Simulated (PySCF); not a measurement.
C$_{6}$H$_{11}$FO$_{2}$Si: full NMR table

- Formula: C6H11FO2Si
- SMILES: C=C(C)[SiH2][C@@H](F)C(=O)OC
- InChI: InChI=1S/C6H11FO2Si/c1-4(2)10-5(7)6(8)9-3/h5H,1,10H2,2-3H3/t5-/m1/s1
- Point group of the computed structure: C1
- Degrees of unsaturation: 2
- Carbon signals: 6
- Proton signals: 7

Atoms are numbered as in `[CH2:1]=[C:2]([CH3:3])[SiH2:4][C@@H:5]([F:6])[C:7](=[O:8])[O:9][CH3:10]`; H(Xn) means a hydrogen on atom n. Ha(C1) is cis to C3; Ha(Si4) is pro-R; Hb(Si4) is pro-S; Hb(C1) is trans to C3.

[PySCF 2.14: shieldings: GIAO PBE0/pcSseg-1; GFN2-xTB structure; rapidly exchanging positions averaged; single conformer; no solvent; no relativistic terms]

Shifts are taken against calculated references (same method and geometry level): TMS for ¹H and ¹³C and ²⁹Si; ¹⁹F against CFCl3; ¹⁷O against H2O.

```tsv
carbon	δC, type	δH (multiplicity)	HMBC from (2–3 bonds)	span of the C tensor (ppm)
C1	139.9, CH2	Ha(C1) 6.27 (m); Hb(C1) 6.34 (m)	Ha(Si4), Hb(Si4), H(C3)	219
C2	143.7, C	–	Hb(C1), Ha(C1), H(C5), Ha(Si4), Hb(Si4), H(C3)	241
C3	27.8, CH3	1.96 (s)	Hb(C1), Ha(C1), Ha(Si4), Hb(Si4)	44
C5	88.8, CH	5.59 (m)	Ha(Si4), Hb(Si4)	85
C7	180.0, C	–	H(C5), Ha(Si4), Hb(Si4), H(C10)	161
C10	53.6, CH3	3.98 (s)	–	76
```

Other nuclei:
```json
{"atoms": "Ha(Si4)", "nucleus": "¹H", "environment": "hydrogen on a silicon bonded to 2 C", "δ (ppm)": "4.63", "σ (ppm)": "27.09"}
{"atoms": "Hb(Si4)", "nucleus": "¹H", "environment": "hydrogen on a silicon bonded to 2 C", "δ (ppm)": "4.40", "σ (ppm)": "27.32"}
{"atoms": "F6", "nucleus": "¹⁹F", "environment": "fluorine on an sp3 carbon", "δ (ppm)": "-260.1", "σ (ppm)": "431.1"}
{"atoms": "Si4", "nucleus": "²⁹Si", "environment": "silicon bonded to 2 C, 2 H", "δ (ppm)": "-44.3", "σ (ppm)": "393.4"}
{"atoms": "O8", "nucleus": "¹⁷O", "environment": "ester carbonyl oxygen", "δ (ppm)": "422.1", "σ (ppm)": "-86.0"}
{"atoms": "O9", "nucleus": "¹⁷O", "environment": "ester alkoxy oxygen", "δ (ppm)": "195.0", "σ (ppm)": "141.1"}
```

Carbon types of the structure: 2 × C, 1 × CH, 1 × CH2, 2 × CH3, leaving 2 H on heteroatoms. δC 180.0: ester carbonyl carbon; lone-pair donation from the attached heteroatom keeps it upfield of a ketone carbonyl. δC 143.7: fully substituted alkene carbon; the olefinic region. δC 139.9: terminal =CH2 carbon; an sp2 carbon of a C=C bond. δC 88.8: sp3 CH bonded to F and Si, α to a carbonyl; pulled downfield by the heteroatom. δC 53.6: methyl carbon bonded to O; pulled downfield by the heteroatom.

Splittings by ¹⁹F in the carbon and heteronuclear signals aren't shown, as no couplings were computed. Shifts are as computed. Against solution values, carbons near 30 ppm lie about +3 ppm off and those near 130 ppm about +5 ppm. Of 1211 compounds with measured shifts, 218 miss one by over three times the rms of a fit or turn the order of signals round; such compounds aren't used in these exercises. Unscaled 19F shifts against computed CFCl3 carry errors that often reach 10 to 50 ppm. Unscaled 17O shifts of doubly bonded oxygen tend to come out too high, by tens of ppm or more. Experimental scales use liquid or dissolved standards, which lie at an offset from isolated H2O (liquid H2O: subtract about 36 ppm). Multiplicities follow the n + 1 count of equivalent neighbours, as no J values were calculated; m marks all less simple cases, F and P coupling included.
